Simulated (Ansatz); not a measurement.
Consider the redistribution: `O[SiH]1CB1Cl` + `CB(N)[SiH3]` → `O[SiH]1BC1` + `CB(N)[SiH2]Cl`.

Program: Ansatz. Geometries: PBE0-D4/def2-TZVP. ΔE: electronic, gas phase. CCSD(T)/CBS adds triple-zeta CCSD(T) − MP2 to the extrapolated MP2 energy (def2 sets, frozen cores). Functionals use def2-TZVPP. One conformer a species, not always the lowest.

```
        level  ΔE (kJ/mol)
          PBE          2.7
         PBE0          0.1
HF/def2-TZVPP         -7.9
HF/def2-QZVPP         -8.8
```

Problem. What does CCSD(T)/CBS give? (An estimate is asked.)

Solution. Ansatz gave: -7.5 kJ/mol. The listed levels differ from it by 10.2, 7.6, -0.4, -1.3 kJ/mol.

Largest T1 diagnostic among the species: 0.014.

In def2-TZVPP, CCSD(T) changes the Hartree–Fock value by +5.8 kJ/mol (the triples alone add +1.0 kJ/mol) and MP2 by +5.0 kJ/mol.
